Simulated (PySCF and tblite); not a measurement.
Values are calculated unless marked as measured or tabulated.
2 diastereomers of C3H12O3Si3, numbered alike:

```json
{"isomer": "A", "SMILES": "[CH3:1][Si@H:2]1[O:3][Si@H:4]([CH3:5])[O:6][Si@H:7]([CH3:8])[O:9]1"}
{"isomer": "B", "SMILES": "[CH3:1][Si@H:2]1[O:3][Si@@H:4]([CH3:5])[O:6][Si@@H:7]([CH3:8])[O:9]1"}
```

Protocol: conformer search, at most 7 conformers an isomer, GFN2-xTB geometries, energies PBE0/pcSseg-1 (D3(BJ) added where defined), GIAO shieldings PBE0/pcSseg-1, weights at 298.15 K with GFN2-xTB thermal terms. Programs: PySCF with density fitting and tblite.

Question: What shifts does each isomer give (ppm)?

Answer: 
A: ¹H (against TMS): 0.25 (H1, 3H), 0.24 (H5/H8, 6H). ¹³C (against TMS): 2.6 (C5/C8), 2.5 (C1). ²⁹Si (against TMS): -25.2 (Si4/Si7), -25.3 (Si2).

B: ¹H (against TMS): 0.22 (H1/H5/H8, 9H). ¹³C (against TMS): 2.8 (C1/C5/C8). ²⁹Si (against TMS): -25.3 (Si2/Si4/Si7). H not on carbon is left out.

Unscaled ²⁹Si shifts at such levels can be off by tens of ppm; differences between conformers or isomers are more reliable. Shifts are unscaled: against experiment ¹³C can be off by 15 ppm or more and ¹H by 0.8 ppm.
